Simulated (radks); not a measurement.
Initial-state core-level shifts of the selenium ion Se+ when its valence configuration changes from [Ar] 3d10 4s2 4p3. All-electron calculation, Dirac Kohn-Sham, BLYP, spin-unpolarised, spherical densities, point nucleus; open shells fill j = l - 1/2 first. Program: a radial shooting solver on a logarithmic mesh with Libxc functionals. Shifts are changes of the shell-averaged eigenvalues in eV (positive: less bound).

| valence | 1s | 2s | 2p | 3p |
|---|---|---|---|---|
| 3d10 4s1 4p4 | -1.721 | -1.668 | -1.661 | -1.678 |
| 3d9.5 4s2 4p3.5 | -7.155 | -7.912 | -7.850 | -6.163 |
| 3d10 4s1.5 4p3.5 | -0.870 | -0.843 | -0.840 | -0.848 |
| 3d8 4s2 4p5 | -29.883 | -33.163 | -32.911 | -25.124 |
| 3d9 4s1.5 4p4.5 | -15.330 | -16.867 | -16.738 | -13.195 |
| 3d7 4s2 4p6 | -46.061 | -51.213 | -50.836 | -38.112 |
| 3d9 4s2 4p4 | -14.523 | -16.080 | -15.955 | -12.409 |
| 3d9 4s1 4p5 | -16.122 | -17.641 | -17.506 | -13.967 |
| 3d10 4s0.5 4p4.5 | -2.555 | -2.476 | -2.465 | -2.492 |
